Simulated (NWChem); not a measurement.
System: C2H6O2Si; SMILES O=CC[SiH2]O

Parts of the log:

```
             Northwest Computational Chemistry Package (NWChem) 7.3.0
             --------------------------------------------------------

 C1  symmetry detected

                             Geometry "geometry" -> ""
                             -------------------------

 Output coordinates in angstroms (scale by  1.889725989 to convert to a.u.)

  No.       Tag          Charge          X              Y              Z
 ---- ---------------- ---------- -------------- -------------- --------------
    1 O                    8.0000     0.34480389     2.56387815    -0.36101138
    2 C                    6.0000    -0.21616293     1.78372754     0.37990326
    3 C                    6.0000    -0.81597840     0.47720900    -0.05397868
    4 Si                  14.0000     0.45901328    -0.93717982     0.10816254
    5 O                    8.0000    -0.24434613    -2.42746016    -0.13956646
    6 H                    1.0000    -0.28177855     1.99070982     1.47236084
    7 H                    1.0000    -1.67920994     0.21950136     0.57253341
    8 H                    1.0000    -1.12764985     0.54963557    -1.10245219
    9 H                    1.0000     1.56154292    -0.67373757    -0.85533355
   10 H                    1.0000     0.97718679    -0.97017008     1.49584117
   11 H                    1.0000    -0.48709143    -2.65238476    -1.04814996

 Effective nuclear repulsion energy (a.u.)     219.1528332902

  pbe96 is a nonlocal functional; adding pw91lda local functional.

                                 NWChem DFT Module
                                 -----------------

 Summary of "ao basis" -> "ao basis" (spherical)
 ------------------------------------------------------------------------------
       Tag                 Description            Shells   Functions and Types
 ---------------- ------------------------------  ------  ---------------------
 O                          def2-svp                 6       14   3s2p1d
 C                          def2-svp                 6       14   3s2p1d
 Si                         def2-svp                 8       18   4s3p1d
 H                          def2-svp                 3        5   2s1p

            General Information
            -------------------
          SCF calculation type: DFT
          Wavefunction type:  closed shell.
          No. of atoms     :    11
          No. of electrons :    48
           Alpha electrons :    24
            Beta electrons :    24
          Charge           :     0
          Spin multiplicity:     1
          Use of symmetry is: off; symmetry adaption is: off
          Maximum number of iterations: 150
          AO basis - number of functions:   104
                     number of shells:    50
          Convergence on energy requested:  1.00D-06
          Convergence on density requested:  1.00D-05
          Convergence on gradient requested:  5.00D-04

              XC Information
              --------------
          PerdewBurkeErnzerhof Exchange Functional  1.000
            Perdew 1991 LDA Correlation Functional  1.000 local
           PerdewBurkeErnz. Correlation Functional  1.000 non-local

             Grid Information
             ----------------
          Grid used for XC integration:  medium
          Radial quadrature: Mura-Knowles
          Angular quadrature: Lebedev.
          Tag              B.-S. Rad. Rad. Pts. Rad. Cut. Ang. Pts.
          ---              ---------- --------- --------- ---------
          O                   0.60       49          13.0       434
          C                   0.70       49          12.0       434
          Si                  1.10       88          10.0       590
          H                   0.35       45          13.0       434
          Grid pruning is: on
          Number of quadrature shells:   554
          Spatial weights used:  Erf1

      Superposition of Atomic Density Guess
      -------------------------------------

 Sum of atomic energies:        -516.36614718

      Non-variational initial energy
      ------------------------------

 Total energy =    -518.570139
 1-e energy   =   -1145.742158
 2-e energy   =     408.019186
 HOMO         =      -0.329606
 LUMO         =      -0.029086

     ---------------------------------------------
      Total Density - Mulliken Population Analysis
     ---------------------------------------------

    Atom       Charge   Shell Charges
 -----------   ------   -------------------------------------------------------
    1 O    8     8.73   1.99  1.13  0.68  3.06  1.84  0.01
    2 C    6     5.38   1.99  0.93  0.26  1.54  0.57  0.08
    3 C    6     6.49   1.99  0.98  0.25  2.08  1.17  0.02
    4 Si  14    13.10   2.00  1.99  0.94  0.23  5.93  1.00  0.78  0.23
    5 O    8     8.78   1.99  1.10  0.64  3.09  1.95  0.00
    6 H    1     0.96   0.70  0.24  0.02
    7 H    1     0.86   0.65  0.18  0.03
    8 H    1     0.87   0.65  0.19  0.03
    9 H    1     1.09   0.71  0.38  0.01
   10 H    1     1.10   0.71  0.38  0.01
   11 H    1     0.65   0.52  0.07  0.06

   convergence    iter        energy       DeltaE   RMS-Dens  Diis-err
 ---------------- ----- ----------------- --------- --------- ---------
 d= 0,ls=0.0,diis     1   -518.9472785822 -7.38D+02  3.51D-02  1.33D+00
 d= 0,ls=0.0,diis     2   -518.0557724679  8.92D-01  2.80D-02  9.67D+00
 d= 0,ls=0.0,diis     3   -519.0946489393 -1.04D+00  4.33D-03  1.30D-01
 d= 0,ls=0.0,diis     4   -519.0968915437 -2.24D-03  2.46D-03  1.06D-01
 d= 0,ls=0.0,diis     5   -519.1072708855 -1.04D-02  4.91D-04  4.49D-03
  Resetting Diis
 d= 0,ls=0.0,diis     6   -519.1077105490 -4.40D-04  1.49D-04  3.24D-04
 d= 0,ls=0.0,diis     7   -519.1077503836 -3.98D-05  8.54D-05  1.49D-05
 d= 0,ls=0.0,diis     8   -519.1077464426  3.94D-06  5.64D-05  4.56D-05
 d= 0,ls=0.0,diis     9   -519.1077521371 -5.69D-06  1.49D-05  4.22D-06
 d= 0,ls=0.0,diis    10   -519.1077525537 -4.17D-07  2.85D-06  1.74D-07

[...]
```

Level: PBE/def2-SVP. All runs use the structure optimised with B3LYP/6-31G* (spherical d).

Write an input that gives this output.

One answer among several that fit: the input that was run:
```
start job
memory heap 200 mb stack 900 mb global 1100 mb
geometry units angstroms noautoz
  O      0.375986     2.544517    -0.350552
  C     -0.164183     1.773685     0.415156
  C     -0.822085     0.487108     0.006613
  Si     0.421212    -0.961977     0.088799
  O     -0.334748    -2.430975    -0.129350
  H     -0.163886     1.973607     1.510894
  H     -1.656133     0.247479     0.678209
  H     -1.188983     0.576181    -1.022529
  H      1.475694    -0.720295    -0.932453
  H      1.013979    -1.019837     1.445458
  H     -0.633178    -2.642091    -1.024565
end
basis spherical
  * library def2-svp
end
dft
  xc xpbe96 cpbe96
  iterations 150
  mulliken
end
task dft energy
```
